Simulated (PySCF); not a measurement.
Isomers of C7H8NO (doublet state), one GFN2-xTB conformer each. Single-point energies are computed at B3LYP/pcH-1 (PySCF, gas phase, no added dispersion term), electronic only. GFN2-xTB treats the open shell by occupation alone, and not every SCF solution was tested for stability.

Question: Rank them by B3LYP/pcH-1 energy, lowest first (kJ/mol).
A. `[CH2:1]=[C:2][C:3](=[O:4])[NH:5][CH2:6][C:7]#[C:8][CH3:9]` (doublet state) with C1–C2–C3–O4 72°, C2–C3–N5–C6 170°, C3–N5–C6–C7 -111°
B. `[CH:1]#[C:2][C:3](=[O:4])[N:5][CH2:6][CH:7]1[CH2:8][CH2:9]1` (doublet state) with C2–C3–N5–C6 180°, C3–N5–C6–C7 -55°, N5–C6–C7–C8 -85°

Answer: A (0.0), B (85.4).

As drawn, the lower has an N–H bond, which the higher lacks; the higher has a three-membered ring, which the lower lacks. GFN2-xTB itself gives, in the same order: 0.0, 1.1. Both levels put the same isomer lowest.
